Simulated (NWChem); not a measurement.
## A calculation on H$_{3}$ClSi

```xyz
5

Si     0.9965     0.0279     0.0000
Cl    -1.0818    -0.0303     0.0000
H      1.4600     0.7444     1.2180
H      1.4600     0.7444    -1.2180
H      1.5191    -1.3644     0.0000
```
Charge 0, spin multiplicity 1.

All runs are NWChem calculations. The geometry was optimised at B3LYP/def2-SVP, a minimum by its harmonic frequencies.

Symmetry labels belong to the abelian group Cs used in the runs, with the axes of the coordinates shown; states degenerate in a higher group split over its labels.

The structure started from a generated list of species.

Problem. List the lowest 4 singlet excitations that TD-CAM-B3LYP/def2-SVPD gives, with oscillator strengths.

Solution. 
```tsv
state	symmetry	energy (eV)	wavelength (nm)	f
1	a"	7.37	168	0.015
2	a'	7.37	168	0.015
3	a"	8.48	146	0.011
4	a'	8.48	146	0.011
```
